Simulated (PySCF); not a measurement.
PySCF 2.14 output of an unrestricted M06 calculation on a single atom or ion in aug-cc-pwCVTZ-DK with one added diffuse shell each of s, p, d, f, g type (11s10p8d5f4g, 152 functions), with scalar relativity by spin-free X2C-1e:

```
SCF conv_tol = 1e-09
number electrons alpha = 15  beta = 10
    Y. Zhao and D. G. Truhlar.,  Theor. Chem. Acc. 120, 215 (2008)
    Y. Zhao and D. G. Truhlar.,  Theor. Chem. Acc. 120, 215 (2008)
cycle= 1 E= -1392.0709566539  delta_E= -0.0128  |g|= 0.0441  |ddm|= 0.652
cycle= 2 E= -1392.07101416148  delta_E= -5.75e-05  |g|= 0.0416  |ddm|= 0.139
cycle= 3 E= -1392.07123368142  delta_E= -0.00022  |g|= 0.00328  |ddm|= 0.038
cycle= 4 E= -1392.07123486643  delta_E= -1.19e-06  |g|= 0.000451  |ddm|= 0.00468
cycle= 5 E= -1392.0712349192  delta_E= -5.28e-08  |g|= 4.18e-05  |ddm|= 0.00142
cycle= 6 E= -1392.07123492016  delta_E= -9.57e-10  |g|= 3.47e-06  |ddm|= 0.000157
converged SCF energy = -1392.07123492016  <S^2> = 8.7521478  2S+1 = 6.0007159
```

The run itself started from symmetry-adapted Hartree-Fock orbitals and held the occupation by maximum overlap, on a logarithmic radial grid, so the iterations belong to that start.

Which element, charge and spin multiplicity is this?

Co²⁺ (cobalt, charge +2), multiplicity 6; the state was [Ar] 3d6 4s1, high-spin 6D determinant (an excited configuration).
